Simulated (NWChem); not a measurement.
System: CHF2NO2Si; SMILES O=C=N[Si](O)(F)F

Parts of the log:

```
             Northwest Computational Chemistry Package (NWChem) 7.3.0
             --------------------------------------------------------

                             Geometry "geometry" -> ""
                             -------------------------

 Output coordinates in angstroms (scale by  1.889725989 to convert to a.u.)

  No.       Tag          Charge          X              Y              Z
 ---- ---------------- ---------- -------------- -------------- --------------
    1 O                    8.0000    -0.09765100    -3.28705600    -0.00201100
    2 C                    6.0000    -0.05518100    -2.12539700    -0.00116300
    3 N                    7.0000    -0.00715600    -0.92740900    -0.00021900
    4 Si                  14.0000     0.01559300     0.75291600     0.00047500
    5 O                    8.0000    -1.51398500     1.30017100     0.02466700
    6 F                    9.0000     0.84590700     1.28503100     1.26379700
    7 F                    9.0000     0.80582300     1.28753500    -1.28731800
    8 H                    1.0000    -1.66744900     2.24965000     0.02127300

 Effective nuclear repulsion energy (a.u.)     373.0423968646

                                 NWChem DFT Module
                                 -----------------

 Summary of "ao basis" -> "ao basis" (spherical)
 ------------------------------------------------------------------------------
       Tag                 Description            Shells   Functions and Types
 ---------------- ------------------------------  ------  ---------------------
 O                          def2-svp                 6       14   3s2p1d
 C                          def2-svp                 6       14   3s2p1d
 N                          def2-svp                 6       14   3s2p1d
 Si                         def2-svp                 8       18   4s3p1d
 F                          def2-svp                 6       14   3s2p1d
 H                          def2-svp                 3        5   2s1p

 in cosmo_initialize ...
 calling solv_data for solv:dmf

 solvent parameters
 solvname_short: dmf
 solvname_long:  N,N-dimethylformamide
 dielec:       37.2190
 dielecinf:     2.0463
 nonaqueous SMD model solvent descriptors
 dielec:       37.2190
 sola:          0.0000
 solb:          0.7400
 solc:          0.0000
 solg:         49.5600
 solh:          0.0000
 soln:          1.4305

          ---------------
          -cosmo- solvent
          ---------------
 Cosmo: York-Karplus, doi: 10.1021/jp992097l
 dielectric constant -eps-     =  37.22
 screen = (eps-1)/(eps    )    =   0.97313
 surface charge correction     = lagrangian

   van der Waals surface
 --------------------------

 ---------- ATOMIC COORDINATES (A.U.) ------------ VDWR(ANG.) --
     1   -0.18453363   -6.21163515   -0.00380024     2.294
     2   -0.10427697   -4.01641795   -0.00219775     1.850
     3   -0.01352288   -1.75254889   -0.00041385     1.890
     4    0.02946650    1.42280493    0.00089762     2.470
     5   -2.86101680    2.45696693    0.04661387     2.294
     6    1.59853244    2.42835648    2.38823004     1.730
     7    1.52278467    2.43308835   -2.43267828     1.730
     8   -3.15102171    4.25122207    0.04020014     1.200
 number of segments per atom =        128
 number of   points per atom =        128
 atom (   nspa,  nppa )
 ----------------------
    1 (    108,     0 )       0
    2 (     28,     0 )       0
    3 (     42,     0 )       0
    4 (     48,     0 )       0
    5 (     85,     0 )       0
    6 (     65,     0 )       0
    7 (     65,     0 )       0
    8 (      1,     0 )       0
 number of -cosmo- surface points =      442
 molecular surface =    162.939 angstrom**2
 molecular volume  =    152.825 angstrom**3
 -lineq- algorithm             =   0
 -bem- low  level              =   3
 -bem- from -octahedral-
 gaussian surface charge width =   4.50000
 degree of switching           =   1.00000
 switching function tolerance  =   0.00010
 atomic radii =
 --------------
    1  8.000  2.294
    2  6.000  1.850
    3  7.000  1.890
    4 14.000  2.470
    5  8.000  2.294
    6  9.000  1.730
    7  9.000  1.730
    8  1.000  1.200
 ...... end of -cosmo- initialization ......

 nat:                     8
 ixmem:                  3618
 calling mnsol_interface()
 G(SMD-CDS) energy (kcal/mol)  =    -0.067
 SMD-CDS SASA (angstrom**2)    =   148.531

            General Information
            -------------------
          SCF calculation type: DFT
          Wavefunction type:  closed shell.
          No. of atoms     :     8
          No. of electrons :    62
           Alpha electrons :    31
            Beta electrons :    31
          Charge           :     0
          Spin multiplicity:     1
          Use of symmetry is: off; symmetry adaption is: off
          Maximum number of iterations: 150
          AO basis - number of functions:   107
                     number of shells:    47
          Convergence on energy requested:  1.00D-06
          Convergence on density requested:  1.00D-05
          Convergence on gradient requested:  5.00D-04

              XC Information
              --------------
                         PBE0 Method XC Functional
                     Hartree-Fock (Exact) Exchange  0.250
          PerdewBurkeErnzerhof Exchange Functional  0.750
            Perdew 1991 LDA Correlation Functional  1.000 local
           PerdewBurkeErnz. Correlation Functional  1.000 non-local

             Grid Information
             ----------------
          Grid used for XC integration:  medium
          Radial quadrature: Mura-Knowles
          Angular quadrature: Lebedev.
          Tag              B.-S. Rad. Rad. Pts. Rad. Cut. Ang. Pts.
          ---              ---------- --------- --------- ---------
          O                   0.60       49          13.0       434
          C                   0.70       49          12.0       434
          N                   0.65       49          10.0       434
          Si                  1.10       88           9.0       590
          F                   0.50       49          11.0       434
          H                   0.35       45          11.0       434
          Grid pruning is: on
          Number of quadrature shells:   427
          Spatial weights used:  Erf1

      Superposition of Atomic Density Guess
      -------------------------------------

 Sum of atomic energies:        -729.07414594

      Non-variational initial energy
      ------------------------------

 Total energy =    -731.457662
 1-e energy   =   -1751.656285
 2-e energy   =     647.156226
 HOMO         =      -0.406595
 LUMO         =       0.052481

   convergence    iter        energy       DeltaE   RMS-Dens  Diis-err
 ---------------- ----- ----------------- --------- --------- ---------
     COSMO gas phase
 d= 0,ls=0.0,diis     1   -732.1264030203 -1.11D+03  1.57D-02  1.64D+00
 d= 0,ls=0.0,diis     2   -731.9831165463  1.43D-01  9.13D-03  3.56D+00
 d= 0,ls=0.0,diis     3   -732.2860151186 -3.03D-01  2.85D-03  2.00D-01
 d= 0,ls=0.0,diis     4   -732.3004518419 -1.44D-02  1.13D-03  5.14D-02
 d= 0,ls=0.0,diis     5   -732.3056955567 -5.24D-03  2.37D-04  1.33D-03
  Resetting Diis
 d= 0,ls=0.0,diis     6   -732.3058150801 -1.20D-04  6.74D-05  2.50D-04
 d= 0,ls=0.0,diis     7   -732.3058375839 -2.25D-05  1.71D-05  2.11D-06
 d= 0,ls=0.0,diis     8   -732.3058373246  2.59D-07  1.05D-05  4.99D-06
 d= 0,ls=0.0,diis     9   -732.3058377733 -4.49D-07  2.62D-06  2.32D-07

   convergence    iter        energy       DeltaE   RMS-Dens  Diis-err
 ---------------- ----- ----------------- --------- --------- ---------
     COSMO solvation phase
 d= 0,ls=0.0,diis     1   -732.3131052936 -7.27D-03  6.60D-04  2.03D-03
 d= 0,ls=0.0,diis     2   -732.3134191873 -3.14D-04  2.65D-04  1.70D-03
 d= 0,ls=0.0,diis     3   -732.3135273018 -1.08D-04  1.21D-04  5.36D-04
 d= 0,ls=0.0,diis     4   -732.3135732565 -4.60D-05  4.30D-05  5.88D-05
 d= 0,ls=0.0,diis     5   -732.3135789376 -5.68D-06  9.44D-06  3.86D-06
 d= 0,ls=0.0,diis     6   -732.3135792998 -3.62D-07  2.48D-06  1.74D-07

         Total DFT energy =     -732.313579299842
      One electron energy =    -1754.056570759729
           Coulomb energy =      720.323733367976
    Exchange-Corr. energy =      -71.318612972611
 Nuclear repulsion energy =      373.042396864570

             COSMO energy =       -0.304525800047

 Numeric. integr. density =       61.999998568629

                                COSMO-SMD solvation results
                                ---------------------------

             internal energy in gas <Psi(g)|H|Psi(g)> =      -732.305837773321
         internal energy in solvent <Psi(s)|H|Psi(s)> =      -732.305331099455
                               delta internal energy  =         0.000506673867 (    0.32 kcal/mol)
   total free energy in solvent <Psi(s)|H+V/2|Psi(s)> =      -732.313472265715
 polarization energy contribution <Psi(s)|V/2|Psi(s)> =        -0.008141166260 (   -5.11 kcal/mol)
    total free energy in solvent including G(SMD-CDS) =      -732.313579299842
                       G(SMD-CDS) energy contribution =        -0.000107034127 (   -0.07 kcal/mol)
     1 M fixed-concentration free energy of solvation =        -0.007741526520 (   -4.86 kcal/mol)

                       DFT Final Molecular Orbital Analysis
                       ------------------------------------

 Vector   29  Occ=2.000000D+00  E=-3.722735D-01
              MO Center= -1.1D+00,  1.1D+00,  1.9D-02, r^2= 2.0D+00
   Bfn.  Coefficient  Atom+Function         Bfn.  Coefficient  Atom+Function
  ----- ------------  ---------------      ----- ------------  ---------------
    66      0.569536  5 O  pz                69      0.422289  5 O  pz
    78     -0.164017  6 F  px                92      0.164194  7 F  px
    81      0.118711  6 F  px                95     -0.119171  7 F  px
     6     -0.096331  1 O  pz                34     -0.095577  3 N  pz
    55      0.093607  4 Si pz                59      0.075576  4 Si d  1

 Vector   30  Occ=2.000000D+00  E=-3.406670D-01
              MO Center= -5.0D-02, -1.7D+00, -1.6D-03, r^2= 2.4D+00
   Bfn.  Coefficient  Atom+Function         Bfn.  Coefficient  Atom+Function
  ----- ------------  ---------------      ----- ------------  ---------------
    32      0.459475  3 N  px                 4      0.403066  1 O  px
    35     -0.367278  3 N  px                 7      0.292607  1 O  px
    65      0.078560  5 O  py                18     -0.073009  2 C  px
    63     -0.062578  5 O  s                 93      0.060905  7 F  py
    24     -0.059343  2 C  d -2              79      0.056822  6 F  py

 Vector   31  Occ=2.000000D+00  E=-3.390006D-01
              MO Center= -1.0D-01, -1.5D+00,  1.4D-03, r^2= 2.9D+00
   Bfn.  Coefficient  Atom+Function         Bfn.  Coefficient  Atom+Function
  ----- ------------  ---------------      ----- ------------  ---------------
    34      0.448417  3 N  pz                 6      0.391745  1 O  pz
    37     -0.359651  3 N  pz                 9      0.285307  1 O  pz
    66      0.163386  5 O  pz                69      0.126257  5 O  pz
    79      0.095443  6 F  py                93     -0.092963  7 F  py
    20     -0.074954  2 C  pz                82     -0.070640  6 F  py

 Vector   32  Occ=0.000000D+00  E= 2.594051D-02
              MO Center= -7.9D-02, -1.5D+00,  9.3D-03, r^2= 3.2D+00
   Bfn.  Coefficient  Atom+Function         Bfn.  Coefficient  Atom+Function
  ----- ------------  ---------------      ----- ------------  ---------------
    20      0.544455  2 C  pz                23      0.521726  2 C  pz
    55     -0.405356  4 Si pz                 9     -0.363031  1 O  pz
     6     -0.331291  1 O  pz                37     -0.270429  3 N  pz
    34      0.199745  3 N  pz                52     -0.197246  4 Si pz
    57      0.143844  4 Si d -1              91     -0.141420  7 F  s

 Vector   33  Occ=0.000000D+00  E= 2.634459D-02
              MO Center= -1.0D-01, -1.3D+00, -9.5D-03, r^2= 3.9D+00
   Bfn.  Coefficient  Atom+Function         Bfn.  Coefficient  Atom+Function
  ----- ------------  ---------------      ----- ------------  ---------------
    18      0.535868  2 C  px                21      0.514426  2 C  px
    53     -0.383300  4 Si px                 7     -0.357512  1 O  px
    63     -0.342207  5 O  s                  4     -0.326005  1 O  px
    35     -0.269469  3 N  px               104      0.213443  8 H  s
    32      0.198407  3 N  px                50     -0.182934  4 Si px

 Vector   34  Occ=0.000000D+00  E= 4.630877D-02
              MO Center= -4.0D-01,  1.1D+00,  5.0D-03, r^2= 5.2D+00
   Bfn.  Coefficient  Atom+Function         Bfn.  Coefficient  Atom+Function
  ----- ------------  ---------------      ----- ------------  ---------------
    46      1.232677  4 Si s                 31     -0.739705  3 N  s
    63     -0.620534  5 O  s                 17      0.581603  2 C  s
   104      0.558888  8 H  s                 77     -0.310915  6 F  s
    91     -0.310863  7 F  s                 44      0.195805  4 Si s
    30     -0.193430  3 N  s                 62     -0.173537  5 O  s

     Multipole analysis of the density
     ---------------------------------

     L   x y z        total         alpha         beta         nuclear
     -   - - -        -----         -----         ----         -------
     0   0 0 0     -0.000000    -31.000000    -31.000000     62.000000

     1   1 0 0     -0.497026     -0.382832     -0.382832      0.268638
     1   0 1 0      0.820593     -0.349603     -0.349603      1.519799
     1   0 0 1      0.003175      0.012009      0.012009     -0.020842

     2   2 0 0    -32.320718    -75.975852    -75.975852    119.630986
     2   1 1 0     -3.961679     -7.524147     -7.524147     11.086616
     2   1 0 1     -0.006247      0.080486      0.080486     -0.167219
     2   0 2 0    -32.268786   -330.146435   -330.146435    628.024084
     2   0 1 1      0.037094     -0.119887     -0.119887      0.276869
     2   0 0 2    -33.584970    -69.099112    -69.099112    104.613253
```

Level: PBE0/def2-SVP, SMD on the gas-phase geometry. Geometry: optimised at PBE0/def2-SVP. Solvent: N,N-dimethylformamide.

### Question
Reconstruct the input file.

### Answer
One answer among several that fit: the input that was run:
```
start job
memory heap 200 mb stack 900 mb global 1100 mb
geometry units angstroms noautosym nocenter noautoz
  O     -0.097651    -3.287056    -0.002011
  C     -0.055181    -2.125397    -0.001163
  N     -0.007156    -0.927409    -0.000219
  Si     0.015593     0.752916     0.000475
  O     -1.513985     1.300171     0.024667
  F      0.845907     1.285031     1.263797
  F      0.805823     1.287535    -1.287318
  H     -1.667449     2.249650     0.021273
end
basis spherical
  * library def2-svp
end
dft
  xc pbe0
  iterations 150
end
cosmo
  do_cosmo_smd true
  solvent dmf
end
task dft energy
```
